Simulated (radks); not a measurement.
Species: W I. Configuration: [Xe] 4f14 5d4 6s2 (the NIST ground configuration). Calculated with a radial shooting solver on a logarithmic mesh with Libxc functionals: scalar-relativistic Kohn-Sham, PBE, spin-polarised, spherical densities, finite nucleus; open shells are filled with parallel spins first (spin-orbit coupling, left out, can overturn this in heavy ions); Fermi nuclear charge, rms radius 5.3658 fm.

Normalised radial functions P(r) = r R(r), r in bohr:

r,5p up,4f up,5d down
0.001078,0.0019,0.0000,0.0000
0.001462,0.0032,0.0000,0.0000
0.001997,0.0054,0.0000,0.0000
0.002706,0.0089,0.0000,0.0001
0.003697,0.0149,0.0000,0.0002
0.005011,0.0244,0.0000,0.0003
0.006845,0.0399,0.0000,0.0008
0.009277,0.0632,0.0001,0.0018
0.01267,0.0981,0.0002,0.0040
0.01718,0.1438,0.0006,0.0086
0.02347,0.1981,0.0018,0.0183
0.0318,0.2431,0.0053,0.0363
0.04345,0.2488,0.0149,0.0686
0.05888,0.1727,0.0388,0.1160
0.08044,-0.0132,0.0958,0.1732
0.109,-0.2447,0.2109,0.2089
0.1489,-0.3600,0.4216,0.1734
0.2019,-0.1705,0.7209,0.0298
0.2758,0.2735,1.0570,-0.1864
0.3737,0.5366,1.2757,-0.3158
0.5106,0.2365,1.2602,-0.2108
0.692,-0.4483,1.0217,0.1098
0.9453,-0.9745,0.6769,0.4806
1.281,-0.9739,0.3709,0.6940
1.75,-0.6053,0.1581,0.6956
2.372,-0.2475,0.0524,0.5587
3.241,-0.0603,0.0119,0.3772
4.392,-0.0084,0.0018,0.2154
6,-0.0005,0.0001,0.0981
8.132,0.0000,0.0000,0.0347
11.11,0.0000,0.0000,0.0079

5p up: eigenvalue -43.803 eV, 3 radial nodes at r = 0.0790, 0.230, 0.572 bohr, <r> = 1.25 bohr, 90 % of the charge inside 1.84 bohr. 4f up: eigenvalue -32.983 eV, 0 radial nodes, <r> = 0.610 bohr, 90 % of the charge inside 1.01 bohr. 5d down (empty): eigenvalue -2.982 eV, 2 radial nodes at r = 0.211, 0.632 bohr, <r> = 2.19 bohr, 90 % of the charge inside 3.63 bohr.
